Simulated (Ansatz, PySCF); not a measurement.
System: GeO2, charge 0, multiplicity 1. SMILES: [Ge](=[O])=[O]
Structure (B3LYP-D3(BJ)/def2-TZVP (Ansatz, a first-principles code) minimum search):
```xyz
3

Ge     0.0000     0.0000     0.0000
O      0.0000     0.0000     1.6240
O      0.0000     0.0000    -1.6240
```
Charge 0, spin multiplicity 1.

Quantity: atomisation energy (electronic, to ground-state atoms), in eV. Cores are frozen in the correlated levels unless marked. UHF or UKS for open shells. No spin-orbit coupling. Frozen are the shells of the preceding noble gas and the d and f shells that filled before the atom's block. Non-relativistic. The coupled-cluster limit lacks core correlation, which all-electron functionals hold. CBS(X,Y): correlation extrapolated as X^-3; Hartree-Fock from the larger set.

The T1 diagnostic of CCSD in the largest basis is 0.027, which is high, so the coupled-cluster rows are less sure than usual.

```
level                                        program  atomisation energy (eV)
------------------------------------  --------------  -----------------------
HF-D3(BJ)/def2-TZVPD                   PySCF + dftd3                     4.02
TPSS/def2-TZVPD                                PySCF                      [?]
r2SCAN0-D4/def2-TZVPD                 Ansatz + dftd4                      [?]
LC-wPBE-D4/def2-TZVPD                 Ansatz + dftd4                     9.86
wB97M-V/def2-TZVPD                            Ansatz                     9.81
CCSD/aug-cc-pVDZ                              Ansatz                      [?]
CCSD(T)/CBS(aug-cc-pVTZ,aug-cc-pVQZ)          Ansatz                    10.26
```

Problem. Some entries are withheld; supply them.

Solution. 
- TPSS/def2-TZVPD, atomisation energy (eV): 10.32
- r2SCAN0-D4/def2-TZVPD, atomisation energy (eV): 9.16
- CCSD/aug-cc-pVDZ, atomisation energy (eV): 8.37
